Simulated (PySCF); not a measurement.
# Static response to an electric field

Species: C3H11GeN.
Numbering: `[CH3:1][N:2]([CH3:3])[CH2:4][GeH3:5]` (hydrogens: H6, H7, H8 on C1; H9, H10, H11 on C3; H12, H13 on C4; H14, H15, H16 on Ge5)

Geometry (GFN2-xTB, Å), atoms numbered from 1 in this order:
```xyz
16
C3H11GeN angstrom
C     -0.5584    1.2932   -0.4592
N     -0.6972   -0.0413    0.0774
C     -1.7201   -0.7845   -0.6299
C      0.5669   -0.7459    0.0713
Ge     1.8647    0.0602    1.3288
H     -1.5251    1.7941   -0.4310
H     -0.1876    1.2959   -1.4969
H      0.1410    1.8550    0.1627
H     -2.6648   -0.2462   -0.5609
H     -1.8436   -1.7608   -0.1625
H     -1.4765   -0.9332   -1.6943
H      0.3839   -1.7706    0.4060
H      0.9982   -0.8149   -0.9435
H      1.1874    0.5419    2.5656
H      2.6251    1.2129    0.7464
H      2.8985   -0.9469    1.7268
```

Level: B3LYP/def2-SVPD (PySCF), static field, nuclei fixed, core orbitals frozen in the response. The polarisability tensor in these axes (au):

```
x   87.12  1.64 10.47
y    1.64 75.85  1.00
z   10.47  1.00 77.60
```

Q: What are the eigenvalues, a third of the trace, and Δα (Δα² = ½Σ(αi − αj)² over the three pairs)?

A: Principal values 70.86, 75.65 and 94.06 au; mean 80.19 au = 11.88 Å³ = 13.22 × 10⁻⁴⁰ C²·m²/J; Δα = 21.22 au (26 % of the mean).

Q: What is the dipole moment, and where does it point?

A: (-0.55, -0.27, -0.96) D, 1.14 D in size, pointing from the negative to the positive side. Measured along this direction, the outermost atoms are H14 at the negative end and H11 at the positive end.

Q: Directions of the eigenvectors, and the extent of the frame along each?

A: Largest value along (0.84, 0.10, 0.54), where the nuclei span 5.81 Å; middle along (-0.08, 0.99, -0.06), 3.76 Å; least along (-0.54, 0.01, 0.84), 2.86 Å. The response follows the extents in order.

Q: What are the principal values of the traceless quadrupole moment, Θ = ½Σq(3rr − r²1), about the centre of nuclear charge?

A: -2.54, 0.52, 2.02 D·Å. The values depend on the origin, since the dipole doesn't vanish. The electronic extent ⟨r²⟩ about the same centre is 933 bohr², a root-mean-square distance of 1.96 Å for the 68 electrons.

Q: How large is μ²/3kT at 500 K beside α?

A: In Gaussian units μ²/3kT = 6.26 Å³ against 11.88 Å³, a ratio of 0.53; the Debye molar polarisation (4π/3)N_A(α + μ²/3kT) is 45.8 cm³/mol, leaving out the vibrational part.

Q: Molar refractivity from α?

A: Lorentz–Lorenz: R = (4π/3)N_A α = 2.5225 cm³/(mol·Å³) × 11.88 Å³ = 30.0 cm³/mol, in the limit of long wavelengths.

Q: What depolarisation ratio follows for Rayleigh scattering of linearly polarised light, taking the static tensor?

A: ρ = 3Δα²/(45ᾱ² + 4Δα²) = 1350.3/(289362 + 1800.4) = 0.00464.

Geometry: GFN2-xTB, one conformer, isolated molecule. The calculation is non-relativistic, for germanium too.
